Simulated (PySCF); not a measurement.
CH5AlO2, SMILES [CH3][Al]([OH])[OH] (connectivity only; charge and spin as stated), charge +1, multiplicity 2. Atoms are numbered in the order given.

```xyz
9

Al     0.1785    -0.1540     0.0000
C     -1.5836     0.9864     0.0000
H     -1.9222     0.5224     0.9530
H     -1.9222     0.5224    -0.9530
H     -1.4847     2.0834     0.0000
O     -0.1112    -1.7922     0.0000
H      0.4576    -2.5805     0.0000
O      1.4086     0.9930     0.0000
H      1.6734     1.9283     0.0000
```
Charge +1, spin multiplicity 2.

Geometry: PBE-D3(BJ)/def2-SVP. The multiplicity is an assumed one; other spin states were not compared. The isomer is the one that the SMILES or the coordinates give; other isomers of the formula were not compared. Other conformers were not sampled.

Two levels are set side by side: PBE/pcH-1 (PySCF) and PBE0/pcH-1 (PySCF). Contact hyperfine couplings, same geometry. Differences are taken from unrounded values.

```json
[
 {"quantity": "A(iso) of 27Al, atom Al1 (MHz)", "PBE": "95.2"},
 {"quantity": "A(iso) of 13C, atom C2 (MHz)", "PBE": "40.0"},
 {"quantity": "A(iso) of 1H, atom H3 (MHz)", "PBE": "23.5"},
 {"quantity": "A(iso) of 1H, atom H4 (MHz)", "PBE": "23.5"},
 {"quantity": "A(iso) of 1H, atom H5 (MHz)", "PBE": "-40.5"},
 {"quantity": "A(iso) of 17O, atom O6 (MHz)", "PBE": "-8.0"},
 {"quantity": "A(iso) of 1H, atom H7 (MHz)", "PBE": "5.5"},
 {"quantity": "A(iso) of 17O, atom O8 (MHz)", "PBE": "-8.9"},
 {"quantity": "A(iso) of 1H, atom H9 (MHz)", "PBE": "-16.8"}
]
```

These are the PBE values. What does PBE0 give? (The exact figures need the calculation; the answer reports its results.)


```
quantity                         PBE0  PBE minus PBE0
------------------------------  -----  --------------
A(iso) of 27Al, atom Al1 (MHz)   88.1             7.1
A(iso) of 13C, atom C2 (MHz)     49.5            -9.6
A(iso) of 1H, atom H3 (MHz)      17.8             5.7
A(iso) of 1H, atom H4 (MHz)      17.8             5.7
A(iso) of 1H, atom H5 (MHz)     -49.6             9.1
A(iso) of 17O, atom O6 (MHz)    -10.7             2.7
A(iso) of 1H, atom H7 (MHz)       6.3            -0.8
A(iso) of 17O, atom O8 (MHz)    -12.5             3.6
A(iso) of 1H, atom H9 (MHz)     -15.7            -1.1
```

Rough cost on one machine, each run with all the roots and properties that it gave: PBE0 against PBE within a factor of 2.
